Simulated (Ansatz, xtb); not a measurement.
# Relative energy of two isomers of C5H7BrS

Structure a: `C=C[C@H](Br)C(C)=S`, a singlet. Structure b: `C[C@]1(Br)CCC1=S`, a singlet. Both are isolated molecules in the gas phase, relaxed with PBE-D3(BJ)/def2-SVP, each in the lowest conformer that the search found.

Question: Estimate which is lower in electronic energy at CCSD(T)/def2-SVP + ΔMP2/def2-TZVPP, and by roughly how much.

Answer: The CCSD(T)/def2-SVP + ΔMP2/def2-TZVPP calculation puts structure b lower, by 5.21 kJ/mol.

The same difference at several levels:

```csv
level,geometry,E(b) − E(a) (kJ/mol),departure from the last row (kJ/mol),"job, with rough time for the two"
GFN2-xTB,GFN2-xTB,−57.84,−52.63,"optimisation, 0.22 s"
HF/STO-3G,GFN2-xTB,−124.27,−119.06,"single point, 0.64 s"
r2SCAN-D4/def2-SVP,GFN2-xTB,−18.46,−13.24,"single point, 5.4 s"
PBE-D3(BJ)/def2-SVP,PBE-D3(BJ)/def2-SVP,−21.14,−15.92,"optimisation, 48 s"
HF/def2-SVP,PBE-D3(BJ)/def2-SVP,−0.16,+5.06,part of the CCSD(T) run
MP2/def2-SVP,PBE-D3(BJ)/def2-SVP,−19.88,−14.66,part of the CCSD(T) run
CCSD(T)/def2-SVP,PBE-D3(BJ)/def2-SVP,−9.35,−4.13,single point
CCSD(T)/def2-SVP + ΔMP2/def2-TZVPP,PBE-D3(BJ)/def2-SVP,−5.21,,"single point, 2.2 min"
```

As drawn, b has 2 C–C in place of 1 C=C. Structure a has no ring, b a 4-membered ring.

HF/def2-SVP finds them nearly level. The largest departure from CCSD(T)/def2-SVP + ΔMP2/def2-TZVPP is that of HF/STO-3G, 119.06 kJ/mol. The last row adds to CCSD(T) the change of the MP2 difference between the two basis sets, here +4.13 kJ/mol.

With thermal terms from frequencies at re-optimised GFN2-xTB minima (ideal gas, soft modes damped towards free rotors, one conformer each, 298.15 K, 1 atm): the zero-point term adds +6.01 kJ/mol; ΔH is −1.79 and ΔG +4.91 kJ/mol. The free energy reverses the electronic order.

The correlated steps freeze 19 core orbitals; the filled d shell of Br is correlated, in a basis made for valence electrons. Programs: Ansatz 0.2.0, xtb 6.7.1; the last row on 4 threads of Arm Neoverse V1 on a shared host.
